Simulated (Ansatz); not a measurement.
Basis-set extrapolation for `CC(=O)C=C(C)C` (PBE0-D4/def2-TZVP geometry, frozen core, the Gaussian-basis code of Ansatz). Multiplicity 1, RHF reference.

```
                      def2-TZVPP   def2-QZVPP
                 HF  -308.002294  -308.016183
    MP2 correlation    -1.229678    -1.311111
CCSD(T) correlation    -1.337214      not run
```

Energies in hartree. Use E(X) = E(∞) + A·exp(−7.88·√X) for Hartree–Fock and E(X) = E(∞) + B·X^(−2.97) for correlation, with X = 3 and 4, and add CCSD(T) minus MP2 of the smaller set to the MP2 limit.

Q: What is the CCSD(T) energy at the basis-set limit?

A: HF limit: -308.016183 + (-0.013889) × 0.13774 = -308.01810. MP2 limit: -1.311111 + (-0.081433) × 0.74074 = -1.37143. Higher-order term: -1.337214 − (-1.229678) = -0.10754. Total: -309.49707 hartree, 4.29 eV below CCSD(T)/def2-TZVPP.
